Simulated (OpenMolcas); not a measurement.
A calculation on neutral nickel.

```yaml
Program: OpenMolcas 26.06
Method: "SS-CASPT2, IPEA 0.25 Eh, imaginary shift 0.1 Eh (closed shells correlated: 3s 3p 4s)"
Basis: ANO-RCC-VQZP [7s6p4d3f2g1h]
Scalar_Hamiltonian: DKH2, point nucleus
Active_space: 8 electrons in 5 orbitals (3d)
State_averaging: 2S+1 = 3 even, 10 roots; 2S+1 = 1 even, 15 roots (14 in the spin-orbit step)
Spin-orbit_coupling: state interaction with AMFI integrals over the reference wave functions, term energies averaged over their components
```

(1) Which level of the active space comes out lowest?

(2) How high does 3d8 4s2 3P1 lie?

(3) How high does 3d8 4s2 3F2 lie?

(4) How high does 3d8 4s2 3P2 lie?

(5) The level at 12580 cm-1 has J = 2. What is it made of, and what is its g factor?

Answers

(1) 3d8 4s2 3F4, with 100 % of that term.

(2) 16560 cm-1 above the lowest level.

(3) 2230 cm-1 above the lowest level.

(4) 16170 cm-1 above the lowest level.

(5) 91 % 3d8 4s2 1D2, 8 % 3d8 4s2 3P; g = 1.035, against 1.000 from Landé's formula for the pure leading term.

CASPT2 does not keep the components of a term degenerate, so their means are used; among the terms shown or strongly mixed into the levels shown the widest spread is 1400 cm-1 (3d8 4s2 3F). Some high roots are left out of the spin-orbit mixing, which shifts the levels that they would mix with. With the s shell closed, the reference lacks s² → p², s² → d² and s → d mixing, so excited terms can stand far too high and out of order, with CASPT2 too. Only configurations of the active space appear.
